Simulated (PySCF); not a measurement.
An unknown shows these calculated signals:

$^{1}$H NMR (400 MHz, computed): δ 6.95 (s, 1H), 4.31 (s, 3H).

$^{13}$C{$^{1}$H} NMR (computed): δ 171.8 (C), 168.2 (C), 140.4 (CH).

[PySCF 2.14: coordinates at the GFN2-xTB level; NMR shieldings at PBE0/pcSseg-1/GIAO; no solvent model; single conformer; averaged over atoms made equivalent by symmetry, fast rotation or ring inversion; non-relativistic]

δ = σ(ref) − σ, references computed at the same level: TMS for $^{1}$H (σref 31.72) and $^{13}$C (σref 186.93).

Problem. Which of these does the molecule contain: a Si–H bond, an S-methyl group, a benzene ring, an amide, a non-aromatic C=C double bond?

Solution. 
- A Si–H bond: yes (δH 4.31 (s)).
- An S-methyl group: no.
- A benzene ring: no.
- An amide: no.
- A non-aromatic C=C double bond: yes.

The data belong to SMILES ClC(=O)/C=C(/[SiH3])Cl, C$_{3}$H$_{4}$Cl$_{2}$OSi; they needn't prove each group on their own.

Carbon signals by region: 2 in the far downfield region (above 160 ppm), 1 in the sp2 and nitrile region (100–160 ppm). Above 160 ppm: 171.8, β carbon of a C=C–C=O unit, 168.2, carbonyl carbon.

Carbons that carry Cl, above all several Cl atoms, come out too deshielded, partly because spin–orbit coupling is missing. Shifts are as computed. Against solution values, carbons near 30 ppm lie about +3 ppm off and those near 130 ppm about +5 ppm; carbons on Cl a further +6 ppm. Of 1211 compounds with measured shifts, 218 miss one by over three times the rms of a fit or turn the order of signals round; such compounds aren't used in these exercises. No couplings were computed; multiplicities are counted from neighbouring protons, with m where these are inequivalent, close in shift, in a saturated or five-membered ring or joined by F or P, and br s for small geminal =CH2 splittings.
